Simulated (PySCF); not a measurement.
ClZn (SMILES [Cl][Zn+]), charge +1, singlet, at a GFN2-xTB geometry (such geometries of metal compounds can be far from the true shape); PBE/pcseg-1 in PySCF.

Here is a job for PySCF.
```python
from pyscf import gto, scf, dft

mol = gto.Mole()
mol.atom = '''
    Zn   -0.000000   -0.000000   -0.732351
    Cl    0.000000    0.000000    1.292384
'''
mol.basis = 'pcseg-1'
mol.charge = 1
mol.spin = 0
mol.verbose = 4
mol.symmetry = True
mol.build()

mf = dft.RKS(mol)
mf.xc = 'pbe'
mf.kernel()
mf.analyze()
```

What the program printed (banner, timings and long lists left out):

```
PySCF version 2.14.0

[INPUT] verbose = 4
[INPUT] num. atoms = 2
[INPUT] num. electrons = 46
[INPUT] charge = 1
[INPUT] spin (= nelec alpha-beta = 2S) = 0
[INPUT] symmetry True subgroup None
[INPUT] Mole.unit = angstrom
[INPUT] Symbol           X                Y                Z      unit          X                Y                Z       unit  Magmom
[...]
nuclear repulsion = 133.291703639834
point group symmetry = Coov
symmetry origin: [ 0.00000000e+00  0.00000000e+00 -8.04138775e-08]
symmetry axis x: [1. 0. 0.]
symmetry axis y: [0. 1. 0.]
symmetry axis z: [0. 0. 1.]
num. orbitals of irrep A1 = 19
num. orbitals of irrep E1x = 10
num. orbitals of irrep E1y = 10
num. orbitals of irrep E2x = 4
num. orbitals of irrep E2y = 4
num. orbitals of irrep E3x = 1
num. orbitals of irrep E3y = 1
number of shells = 7
number of NR pGTOs = 125
number of NR cGTOs = 49
basis = pcseg-1
ecp = {}

******** <class 'pyscf.dft.rks_symm.SymAdaptedRKS'> ********
method = SymAdaptedRKS
initial guess = minao
damping factor = 0
level_shift factor = 0
DIIS = <class 'pyscf.scf.diis.CDIIS'>
diis_start_cycle = 1
diis_space = 8
diis_damp = 0
SCF conv_tol = 1e-09
SCF conv_tol_grad = None
SCF max_cycles = 50
direct_scf = True
direct_scf_tol = 1e-13
XC library pyscf.dft.libxc version 7.1.2
    S. Lehtola, C. Steigemann, M. J. T. Oliveira, and M. A. L. Marques,  SoftwareX 7, 1–5 (2018)
XC functionals = pbe
    J. P. Perdew, K. Burke, and M. Ernzerhof,  Phys. Rev. Lett. 77, 3865 (1996)
    J. P. Perdew, K. Burke, and M. Ernzerhof,  Phys. Rev. Lett. 78, 1396 (1997)
    J. P. Perdew, K. Burke, and M. Ernzerhof,  Phys. Rev. Lett. 77, 3865 (1996)
    J. P. Perdew, K. Burke, and M. Ernzerhof,  Phys. Rev. Lett. 78, 1396 (1997)
radial grids:
    Treutler-Ahlrichs [JCP 102, 346 (1995); DOI:10.1063/1.469408] (M4) radial grids

becke partition: Becke, JCP 88, 2547 (1988); DOI:10.1063/1.454033
pruning grids: <function nwchem_prune>
grids dens level: 3
symmetrized grids: True
atomic radii adjust function: <function treutler_atomic_radii_adjust>
small_rho_cutoff = 0
Freeze 0 electrons in irreps []
    46 free electrons in irreps A1 E1x E1y E2x E2y E3x E3y
Set gradient conv threshold to 3.16228e-05
Initial guess from minao.
tot grids = 39520
init E= -2238.64794339405
HOMO (A1) = -0.256844085566757  LUMO (A1) = -0.147179834298409  gap/eV = 2.98412
cycle= 1 E= -2238.3073430931  delta_E= 0.341  |g|=  1.4  |ddm|= 2.18
HOMO (E1y) = -0.444403854117605  LUMO (E1y) = -0.444403854117605  gap/eV = 0.00000

[...]
HOMO (E1y) = -0.664056721669186  LUMO (A1) = -0.405359810793796  gap/eV = 7.03950
cycle= 3 E= -2238.44102600712  delta_E= -2.15  |g|= 0.674  |ddm|=  4.5
HOMO (E1y) = -0.498330909154663  LUMO (A1) = -0.419503101768548  gap/eV = 2.14501
cycle= 4 E= -2238.61673674007  delta_E= -0.176  |g|= 0.158  |ddm|= 1.44
HOMO (E1y) = -0.50835236075556  LUMO (A1) = -0.441872778738998  gap/eV = 1.80900
cycle= 5 E= -2238.62313222639  delta_E= -0.0064  |g|= 0.0405  |ddm|= 0.247
HOMO (E1y) = -0.509519107808779  LUMO (A1) = -0.442234616037541  gap/eV = 1.83090
cycle= 6 E= -2238.62340131955  delta_E= -0.000269  |g|= 0.0133  |ddm|= 0.0577
HOMO (E1y) = -0.509586782955861  LUMO (A1) = -0.440983049723936  gap/eV = 1.86680
cycle= 7 E= -2238.62346301446  delta_E= -6.17e-05  |g|= 0.00167  |ddm|= 0.0253
HOMO (E1y) = -0.509600278989781  LUMO (A1) = -0.441145321544078  gap/eV = 1.86275
cycle= 8 E= -2238.62346384642  delta_E= -8.32e-07  |g|= 0.000105  |ddm|= 0.0029
HOMO (E1y) = -0.509579635160426  LUMO (A1) = -0.441159834173662  gap/eV = 1.86180
cycle= 9 E= -2238.62346384977  delta_E= -3.35e-09  |g|= 3.76e-05  |ddm|= 0.000227
HOMO (E1y) = -0.509583852307553  LUMO (A1) = -0.441159062533687  gap/eV = 1.86193
cycle= 10 E= -2238.62346385039  delta_E= -6.12e-10  |g|= 2.83e-06  |ddm|= 7.27e-05
HOMO (E1y) = -0.509584971208065  LUMO (A1) = -0.44115887120793  gap/eV = 1.86197
Extra cycle  E= -2238.62346385037  delta_E= 1.36e-11  |g|= 6.55e-06  |ddm|= 1.75e-05
converged SCF energy = -2238.62346385037
**** SCF Summaries ****
Total Energy =                       -2238.623463850371536
Nuclear Repulsion Energy =             133.291703639834367
One-electron Energy =                -3369.845406349474615
Two-electron Energy =                  997.930238859268911
Two-electron Coulomb Energy =         1096.628706917380896
DFT Exchange-Correlation Energy =      -98.698468058112027
HOMO-LUMO gap [eV] =                     1.861969020946818
Wave-function symmetry id = 0
occupancy for each irrep:     A1  E1x  E1y  E2x  E2y  E3x  E3y
                              11    5    5    1    1    0    0
**** MO energy ****
[...]
 ** Mulliken pop on meta-lowdin orthogonal AOs  **
 ** Mulliken pop  **
 ** Mulliken atomic charges  **
charge of    0Zn =      1.31978
charge of    1Cl =     -0.31978

WARN: System has nonzero charge 1; the dipole moment is origin-dependent.
Location of origin: [0. 0. 0.]

Dipole moment(X, Y, Z, Debye):  0.00000,  0.00000, -5.01364
```
